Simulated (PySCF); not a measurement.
Correlation energy of Nb²⁺ (niobium, charge +2)

[Kr] 4d2 5p1, one real determinant (an excited configuration). Computed with PySCF 2.14 in aug-cc-pwCVTZ-DK (11s10p8d4f3g, 136 functions), with the spin-free X2C one-electron Hamiltonian (Gaussian nucleus). Frozen: [Kr]; 3 electrons correlated.

MP2 pair energies summed by pair of shells (mhartree):

```
 pair  energy  share (%)
4d-5p   -7.48       65.2
4d-4d   -3.99       34.8
```

Total MP2 correlation energy: -11.46 mhartree.

Same-spin part -11.46 and opposite-spin part 0.00 mhartree; SCS-MP2 scales them by 1/3 and 6/5 to -3.82 mhartree.

The reference is one real determinant that mixes LS terms of this configuration.
